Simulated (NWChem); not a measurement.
Correlation energy of Al2

```
Al
Al 1 2.4822
```
Charge 0, spin multiplicity 3.

Program: NWChem. All single points use one geometry, from UPBE0/def2-SVP, a minimum by its harmonic frequencies.

Basis set: def2-TZVP. Each correlation energy counts from its own Hartree-Fock reference.

The correlated methods keep 10 core orbitals frozen. This spin state was chosen for the runs; another may lie lower. The structure started from a generated list of species. The unpaired electrons of the parent sit in orbitals of symmetry b2u and b3u (D2h labels of the run); other states weren't searched. No SCF solution was tested for a lower state. Open-shell Hartree-Fock references start from PBE0 orbitals. Coupled-cluster values serve here as a point of comparison, not as the truth.

Question: One of these methods gave a correlation energy of -101.1 mHa. Which?
(A) CCSD[T] on ROHF
(B) CCSD on ROHF
(C) CCSD on UHF
(D) UMP2

Answer: D, UMP2. The others give -130.0 (CCSD on ROHF), -140.8 (CCSD[T] on ROHF), -125.8 (CCSD on UHF).
